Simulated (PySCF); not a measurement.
## Electron correlation in As⁺ (arsenic, charge +1)

[Ar] 3d10 4s2 4p2, high-spin 3P determinant. All numbers are calculated (PySCF 2.14, scalar relativity by spin-free X2C-1e, in ANO-RCC-VTZP (6s5p3d1f, 43 functions)). Frozen: [Ar] 3d10; 4 electrons correlated.

```json
{"level": "CCSD", "correlation energy (mhartree)": "-68.08"}
{"level": "(T)", "correlation energy (mhartree)": "-1.55"}
{"level": "CCSD(T)", "correlation energy (mhartree)": "-69.63"}
{"level": "CCSDT", "correlation energy (mhartree)": "-70.09"}
```

Diagnostics: T1 = 0.0073, D1 = 0.0194, largest double amplitude 0.091.

Question: Is a single reference adequate?

Answer: Mostly. T1 lies below 0.03, but a double amplitude of this size points to a near-degeneracy that CCSD handles and MP2 describes poorly.
